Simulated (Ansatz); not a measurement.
`C=C1C[SiH]1[SiH3]` + `O=CO` → `O=CO[SiH3]` + `C=C1C[SiH2]1` at 500 K and 1 bar (cleavage of the Si–Si bond).

Calculated with Ansatz (gas phase, PBE0-D4/def2-TZVP geometries, no zero-point term in ΔE). CCSD(T)/CBS is the MP2 limit (def2-TZVPP, def2-QZVPP) plus CCSD(T) − MP2 in def2-TZVPP, frozen cores. This one scheme is used for every species. Each species was taken in one conformer, which may not be the lowest.

```tsv
species	CCSD(T)/CBS energy (Eh)	H − E (kJ/mol)	S (J/(mol·K))
`C=C1C[SiH]1[SiH3]`	-697.04869	294.0	439.4
`O=CO`	-189.60296	110.7	274.8
`O=CO[SiH3]`	-479.91321	164.7	349.0
`C=C1C[SiH2]1`	-406.76452	232.7	353.0
```

H − E and S are ideal-gas, rigid-rotor, harmonic terms from PBE0-D4/def2-TZVP, for one conformer and one mirror image of each species. 1 Eh = 2625.50 kJ/mol, R = 8.31446 J/(mol·K).

By hand: ΔE, ΔH, ΔS and ΔG.

ΔE = (-479.91321) + (-406.76452) − (-697.04869) − (-189.60296) = -0.02608 Eh = -68.5 kJ/mol. Δ(H − E) = 164.7 + 232.7 − 294.0 − 110.7 = -7.3, so ΔH = -75.8 kJ/mol. ΔS = 349.0 + 353.0 − 439.4 − 274.8 = -12.2 J/(mol·K). ΔG = -75.8 − 500 × (-12.2)/1000 = -69.7 kJ/mol.

By hand: the equilibrium constant, and the temperature at which ΔG would vanish if ΔH and ΔS stayed fixed.

log₁₀ K = −ΔG/(RT ln 10) = 7.3. ΔG = 0 at ΔH/ΔS = 6213 K, far beyond where these terms or the molecules hold.

The number of gas molecules stays the same, so ΔS is small and ΔH decides. A doubt of 5 kJ/mol in ΔE shifts log₁₀ K by 0.5 here. Other conformers and mirror images would add mixing entropy, several J/(mol·K) or more a flexible species. These are equilibria of isolated gas molecules and say nothing of rates. Largest T1 diagnostic: 0.016 (customary marks: 0.02 for closed shells, 0.045 for open ones).
